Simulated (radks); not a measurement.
Numerical settings for neutral chlorine, [Ne] 3s2 3p5. All-electron calculation, non-relativistic Kohn-Sham, PBEsol, spin-unpolarised, spherical densities, point nucleus. Program: a radial shooting solver on a logarithmic mesh with Libxc functionals. The defaults (mesh step 0.008 in ln r, mesh end at 40 bohr or more with all orbitals vanishing there, Anderson mixing 0.5 over 9 steps, residual threshold near 1e-9 with the energy settled to 1e-9 hartree or 1e-11 of itself, here a cap of 84 iterations) give E = -459.2754 hartree and 3p at -8.576 eV in 13 iterations. Times are rough (one thread of a shared host). Changes against that run (0 stands for a change within the tolerance of the run):

setting                    iterations         converged  E (mhartree)  e(3p) (meV)  CPU (s)
mesh step in ln r 0.12              4                no      diverged            -     0.01
mesh step in ln r 0.2              13                no      diverged            -     0.02
mesh step in ln r 0.012            13               yes             0            0     0.04
mesh end (bohr) 1                  13  level above zero     +9.12e+04    +4.37e+05     0.04
mesh end (bohr) 5                  13               yes           +29         +878     0.05
residual threshold 0.1              9               yes             0      -0.0101     0.04
residual threshold 1e-05            9               yes             0      -0.0101     0.04
mixing 0.05                        18               yes             0            0     0.07
linear mixing, mixing 0.8          31               yes             0            0     0.11
linear mixing, mixing 1            84                no             0        +1.53     0.29
mixing history 2                   15               yes             0            0     0.06
iteration cap 5                     5                no      +0.00837        +37.5     0.02

Settled on a wrong energy, with an occupied level pushed above zero by the early mesh end: mesh end (bohr) 1 (+91.2 hartree). Apart from these: settings that end as converged yet miss the energy by more than 1 mhartree: mesh end (bohr) 5 (+0.029 hartree). A mesh that ends early acts as a hard wall.
